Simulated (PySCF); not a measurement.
O2S2, SMILES [S]([S]=O)=O (connectivity only; charge and spin as stated), neutral, multiplicity 1.

Geometry: PBE0-D3(BJ)/def2-SVP. The values are those of a single conformer.

Computed with r2SCAN/def2-TZVPD in PySCF.

Isolated molecule, no solvent.

Computed frontier levels, gap, dipole moment and polarisability:
```
Item                                                                                                           Result
---------------------------------------------------------------------------------------------  ----------------------
highest occupied level                                                                                       -6.98 eV
lowest empty level                                                                                           -4.68 eV
orbital gap                                                                                                   2.30 eV
dipole moment                                                                                               0.646 e·Å
quadrupole, principal values (traceless, Buckingham form, about the centre of nuclear charge)  -1.76, -1.38, 3.14 D·Å
mean static polarisability                                                                       52.0 bohr³ (7.70 Å³)
polarisability, principal values                                                               33.4, 47.2, 75.4 bohr³
```
